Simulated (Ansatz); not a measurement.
The cluster Si5Mo2⁺. Total charge 1; doublet. Geometry r2SCAN-D4/def2-SVP.

```xyz
7

Mo   -1.431   -0.814   -1.935
Mo   -2.083    0.453   -0.309
Si   -0.632   -1.314    0.624
Si    2.155    1.229    0.272
Si    0.567    0.247   -1.050
Si    1.582   -0.899    1.144
Si   -0.157    1.099    1.255
```

In the def2 sets Mo takes a core potential, while STO-3G treats all electrons; there is no spin–orbit coupling. At HF/STO-3G, PBE-D4/def2-SVP, PBE-D4/def2-TZVP, PBE0-D4/def2-SVP and others the charge 1 doublet is spin-contaminated (final ⟨S²⟩ up to 4.91, 0.75 for a pure state). No other spin state of charge 1 was run. The geometry of the doublet was relaxed on an unsound state (⟨S²⟩ 1.88, where a pure state has 0.75). Another isomer (doublet) lies 0.64 eV lower at PBE0-D4/def2-TZVP; other spin states weren't run for this one.

Estimate the α-spin orbital energies around the gap (eV) in Ansatz with HF/STO-3G, PBE-D4/def2-SVP, PBE-D4/def2-TZVP, PBE0-D4/def2-SVP, PBE0-D4/def2-TZVP.


```json
{"orbital": "HOMO−13", "HF/STO-3G": "-17.94", "PBE-D4/def2-SVP": "-15.46", "PBE-D4/def2-TZVP": "-15.22", "PBE0-D4/def2-SVP": "-16.91", "PBE0-D4/def2-TZVP": "-16.65"}
{"orbital": "HOMO−12", "HF/STO-3G": "-17.83", "PBE-D4/def2-SVP": "-14.87", "PBE-D4/def2-TZVP": "-14.66", "PBE0-D4/def2-SVP": "-16.25", "PBE0-D4/def2-TZVP": "-16.02"}
{"orbital": "HOMO−11", "HF/STO-3G": "-14.15", "PBE-D4/def2-SVP": "-13.28", "PBE-D4/def2-TZVP": "-13.10", "PBE0-D4/def2-SVP": "-14.54", "PBE0-D4/def2-TZVP": "-14.33"}
{"orbital": "HOMO−10", "HF/STO-3G": "-12.10", "PBE-D4/def2-SVP": "-11.99", "PBE-D4/def2-TZVP": "-11.80", "PBE0-D4/def2-SVP": "-13.05", "PBE0-D4/def2-TZVP": "-12.86"}
{"orbital": "HOMO−9", "HF/STO-3G": "-11.77", "PBE-D4/def2-SVP": "-11.48", "PBE-D4/def2-TZVP": "-11.31", "PBE0-D4/def2-SVP": "-12.53", "PBE0-D4/def2-TZVP": "-12.35"}
{"orbital": "HOMO−8", "HF/STO-3G": "-11.69", "PBE-D4/def2-SVP": "-11.16", "PBE-D4/def2-TZVP": "-10.99", "PBE0-D4/def2-SVP": "-12.23", "PBE0-D4/def2-TZVP": "-12.05"}
{"orbital": "HOMO−7", "HF/STO-3G": "-11.61", "PBE-D4/def2-SVP": "-11.03", "PBE-D4/def2-TZVP": "-10.88", "PBE0-D4/def2-SVP": "-12.05", "PBE0-D4/def2-TZVP": "-11.87"}
{"orbital": "HOMO−6", "HF/STO-3G": "-10.97", "PBE-D4/def2-SVP": "-10.88", "PBE-D4/def2-TZVP": "-10.69", "PBE0-D4/def2-SVP": "-11.81", "PBE0-D4/def2-TZVP": "-11.64"}
{"orbital": "HOMO−5", "HF/STO-3G": "-10.08", "PBE-D4/def2-SVP": "-10.51", "PBE-D4/def2-TZVP": "-10.34", "PBE0-D4/def2-SVP": "-11.52", "PBE0-D4/def2-TZVP": "-11.31"}
{"orbital": "HOMO−4", "HF/STO-3G": "-9.27", "PBE-D4/def2-SVP": "-10.21", "PBE-D4/def2-TZVP": "-10.05", "PBE0-D4/def2-SVP": "-11.33", "PBE0-D4/def2-TZVP": "-11.16"}
{"orbital": "HOMO−3", "HF/STO-3G": "-9.14", "PBE-D4/def2-SVP": "-10.17", "PBE-D4/def2-TZVP": "-10.00", "PBE0-D4/def2-SVP": "-10.85", "PBE0-D4/def2-TZVP": "-10.66"}
{"orbital": "HOMO−2", "HF/STO-3G": "-8.42", "PBE-D4/def2-SVP": "-9.51", "PBE-D4/def2-TZVP": "-9.38", "PBE0-D4/def2-SVP": "-10.29", "PBE0-D4/def2-TZVP": "-10.15"}
{"orbital": "HOMO−1", "HF/STO-3G": "-7.84", "PBE-D4/def2-SVP": "-9.01", "PBE-D4/def2-TZVP": "-8.88", "PBE0-D4/def2-SVP": "-9.94", "PBE0-D4/def2-TZVP": "-9.78"}
{"orbital": "HOMO", "HF/STO-3G": "-7.33", "PBE-D4/def2-SVP": "-8.91", "PBE-D4/def2-TZVP": "-8.78", "PBE0-D4/def2-SVP": "-9.76", "PBE0-D4/def2-TZVP": "-9.62"}
{"orbital": "LUMO", "HF/STO-3G": "0.65", "PBE-D4/def2-SVP": "-8.32", "PBE-D4/def2-TZVP": "-8.18", "PBE0-D4/def2-SVP": "-7.47", "PBE0-D4/def2-TZVP": "-7.29"}
{"orbital": "LUMO+1", "HF/STO-3G": "0.84", "PBE-D4/def2-SVP": "-8.05", "PBE-D4/def2-TZVP": "-7.91", "PBE0-D4/def2-SVP": "-6.96", "PBE0-D4/def2-TZVP": "-6.84"}
{"orbital": "LUMO+2", "HF/STO-3G": "2.04", "PBE-D4/def2-SVP": "-7.53", "PBE-D4/def2-TZVP": "-7.43", "PBE0-D4/def2-SVP": "-6.76", "PBE0-D4/def2-TZVP": "-6.62"}
{"orbital": "LUMO+3", "HF/STO-3G": "2.41", "PBE-D4/def2-SVP": "-7.20", "PBE-D4/def2-TZVP": "-7.09", "PBE0-D4/def2-SVP": "-6.29", "PBE0-D4/def2-TZVP": "-6.16"}
{"orbital": "LUMO+4", "HF/STO-3G": "3.00", "PBE-D4/def2-SVP": "-7.05", "PBE-D4/def2-TZVP": "-6.94", "PBE0-D4/def2-SVP": "-6.18", "PBE0-D4/def2-TZVP": "-6.05"}
{"orbital": "LUMO+5", "HF/STO-3G": "4.70", "PBE-D4/def2-SVP": "-6.72", "PBE-D4/def2-TZVP": "-6.60", "PBE0-D4/def2-SVP": "-5.88", "PBE0-D4/def2-TZVP": "-5.74"}
{"orbital": "β HOMO", "HF/STO-3G": "-7.35", "PBE-D4/def2-SVP": "-9.00", "PBE-D4/def2-TZVP": "-8.87", "PBE0-D4/def2-SVP": "-9.82", "PBE0-D4/def2-TZVP": "-9.67"}
{"orbital": "β LUMO", "HF/STO-3G": "-0.59", "PBE-D4/def2-SVP": "-8.34", "PBE-D4/def2-TZVP": "-8.20", "PBE0-D4/def2-SVP": "-7.78", "PBE0-D4/def2-TZVP": "-7.61"}
```
